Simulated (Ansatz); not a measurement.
AlBrH, SMILES `[AlH][Br]` radical. The species carries charge 0 and has multiplicity 2. All single points use the PBE0-D4/def2-TZVP geometry.

```xyz
3

Al   -0.033   -0.694   -0.160
Br    1.463    0.745    0.771
H    -1.430   -0.051   -0.610
```

Task: What is the dipole moment at ωB97M-V/def2-TZVPP? (Estimate.)

Result: Ansatz gave: 1.72 D, with components (-0.76, -1.41, -0.62) D in this frame, pointing from negative to positive charge.

Task: And with PBE, r2SCAN, B3LYP? (Best estimate.)

Result: Ansatz gave: PBE 1.33 D, r2SCAN 1.44 D, B3LYP 1.54 D.

Task: Give the Mulliken charges with ωB97M-V, PBE, r2SCAN in def2-TZVPP. (Best estimate.)

Result: The calculation gave: 
| atom | ωB97M-V | PBE | r2SCAN |
| --- | --- | --- | --- |
| Al1 | 0.31 | 0.30 | 0.38 |
| Br2 | -0.22 | -0.21 | -0.24 |
| H3 | -0.09 | -0.09 | -0.14 |

B3LYP here is the variant with VWN-RPA as its local correlation; programs differ in this.
